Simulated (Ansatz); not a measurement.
Cartesian coordinates in Å:
```
B 0.5794 0.7388 0.8485
Si -0.3939 -0.9809 1.1984
C -0.2991 -1.6641 -0.5739
Al 0.5959 -0.0503 -1.2105
Si -0.1450 2.2738 0.1015
H 1.7426 0.5296 0.4762
H -1.8036 -0.8049 1.6488
H 0.3062 -1.8562 2.1818
H 0.2039 -2.6246 -0.6968
H -1.3106 -1.7474 -0.9876
H 1.5028 0.2695 -2.4722
H -1.5910 2.6096 0.1389
H 0.6124 3.3072 -0.6530
```

The species carries charge 0 and has multiplicity 1. The bonds changed during the relaxation, so this is another structure than the one it started from.

(1) List the PBE/def2-TZVPP orbital energies in eV (Ansatz 0.2.0). (Estimate.)

Results:

(1) Computed: Occupied: -1779.66, -1779.20, -1506.94, -268.43, -176.71, -137.44, -136.94, -107.17, -94.25, -94.15, -94.10, -93.67, -93.67, -93.65, -69.27, -69.09, -69.01, -16.91, -14.39, -12.54, -11.53, -10.17, -9.46, -9.02, -8.58, -8.27, -7.67, -6.92, -6.31, -5.90. Lowest empty: -2.94, -1.46, -0.67, -0.54, -0.21, 0.42, 0.57, 0.71.
